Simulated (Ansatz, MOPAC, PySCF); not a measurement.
Donor–acceptor adduct: AlH3 (SMILES [AlH3]) (first 4 atoms) with AsH3 (SMILES [AsH3]); geometry from B3LYP-D3(BJ)/def2-TZVP, rigid monomers moved along the line of their centres of mass till Al1···As5 is 3.74 Å.
(charge 0, multiplicity 1):
```xyz
8

Al     0.282     0.625     0.561
H     -0.540    -0.293    -0.441
H     -0.247     2.091     0.870
H      1.812     0.289     0.830
As    -1.025    -0.936     3.694
H     -0.560    -0.436     5.042
H     -0.806    -2.407     3.958
H     -2.507    -0.914     3.991
```

Interaction energies are E(AB) − E(A) − E(B) at the monomers' geometry in the complex; basis-set methods are counterpoise corrected. Rows marked so take none.

Correlated levels freeze the cores. Filled d and f shells under p-block atoms count as core. Rows in 6-31G* carry no dispersion term and start afresh at each structure (6-31G* with six Cartesian d functions); the Pople sets are all-electron and without relativity. MP2/6-31G* freezes PySCF's default core, which leaves 3d correlated. The state that PM3, PM7 reach isn't checked; PM7 holds dispersion and hydrogen-bond terms.

Codes used: Ansatz (Gaussian basis) for Hartree–Fock, density functionals and correlated methods; MOPAC for PM3, PM7 (differences of heats of formation); PySCF for 6-31G* rows, the dispersion terms. Each number belongs to the level named beside it.

```tsv
level	interaction energy (kJ/mol)
PM3	1.1
PM7	-53.5
r2SCAN/def2-TZVPPD	-24.2
B3LYP-D3(BJ)/def2-TZVPPD	-25.1
PBE0-D3(BJ)/def2-TZVPPD	[?]
wB97X-V/def2-TZVPPD	-25.5
MP2/6-31G*	-21.9
MP2/6-31G* (no counterpoise)	-24.2
SCS-MP2/def2-TZVPPD	-22.2
```

Fill in the missing entries.


- PBE0-D3(BJ)/def2-TZVPPD, interaction energy (kJ/mol): -26.8

Ansatz is an electronic-structure program.
